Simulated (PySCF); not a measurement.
A structure optimised at ωB97X-D3(BJ)/def2-SVP, used in a PySCF frequency run:

```xyz
7

N      2.6297    -0.2355    -0.1313
C      1.5673    -0.0748     0.3037
O      0.3961     0.1068     0.8113
Si    -1.0868    -0.3030     0.0878
F     -1.4191     0.8134    -1.0260
H     -2.0633    -0.2242     1.1857
H     -0.9301    -1.6125    -0.5738
```
Charge 0, spin multiplicity 1.

### Question
Write its SMILES and formula.

### Answer
N#CO[SiH2]F, CH2FNOSi

### Question
What are its rotational constants (standard atomic weights)?

### Answer
11.172, 2.2676, 2.0381 GHz
